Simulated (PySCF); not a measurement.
**Pt (platinum, neutral) across methods**

[Xe] 4f14 5d9 6p1, one real determinant (an excited configuration). Calculation: PySCF 2.14, in x2c-TZVPPall (11s7p7d3f1g, 97 functions); the spin-free X2C one-electron Hamiltonian (Gaussian nucleus).

```json
{"method": "PBE", "E (hartree)": "-18415.63", "mean ε 5d α (eV)": "-8.181", "mean ε 5d β (eV)": "-7.529", "mean ε 6p α (eV)": "-2.198", "Σ⟨r²⟩ (bohr²)": "70.61", "⟨S²⟩": "2.001"}
{"method": "MN15", "E (hartree)": "-18428.03", "mean ε 5d α (eV)": "-10.569", "mean ε 5d β (eV)": "-10.009", "mean ε 6p α (eV)": "-3.079", "Σ⟨r²⟩ (bohr²)": "69.80", "⟨S²⟩": "2.001"}
{"method": "LC-wPBE", "E (hartree)": "-18415.35", "mean ε 5d α (eV)": "-12.472", "mean ε 5d β (eV)": "-11.825", "mean ε 6p α (eV)": "-4.390", "Σ⟨r²⟩ (bohr²)": "70.13", "⟨S²⟩": "2.001"}
{"method": "PBE0", "E (hartree)": "-18415.39", "mean ε 5d α (eV)": "-9.758", "mean ε 5d β (eV)": "-9.051", "mean ε 6p α (eV)": "-2.697", "Σ⟨r²⟩ (bohr²)": "70.54", "⟨S²⟩": "2.001"}
{"method": "UHF", "E (hartree)": "-18409.98916", "mean ε 5d α (eV)": "-13.727", "mean ε 5d β (eV)": "-12.829", "mean ε 6p α (eV)": "-3.742", "Σ⟨r²⟩ (bohr²)": "71.97", "⟨S²⟩": "2.002"}
{"method": "r2SCAN", "E (hartree)": "-18415.66", "mean ε 5d α (eV)": "-8.403", "mean ε 5d β (eV)": "-7.723", "mean ε 6p α (eV)": "-2.351", "Σ⟨r²⟩ (bohr²)": "69.99", "⟨S²⟩": "2.002"}
{"method": "PBEsol", "E (hartree)": "-18410.04", "mean ε 5d α (eV)": "-8.207", "mean ε 5d β (eV)": "-7.547", "mean ε 6p α (eV)": "-2.202", "Σ⟨r²⟩ (bohr²)": "70.38", "⟨S²⟩": "2.001"}
{"method": "LDA", "E (hartree)": "-18404.23", "mean ε 5d α (eV)": "-8.394", "mean ε 5d β (eV)": "-7.756", "mean ε 6p α (eV)": "-2.273", "Σ⟨r²⟩ (bohr²)": "70.28", "⟨S²⟩": "2.000"}
```

⟨L²⟩ = 8.11 against 12 for a pure F term, so this real determinant mixes terms. Spin-orbit coupling, absent here, splits the open shell strongly.
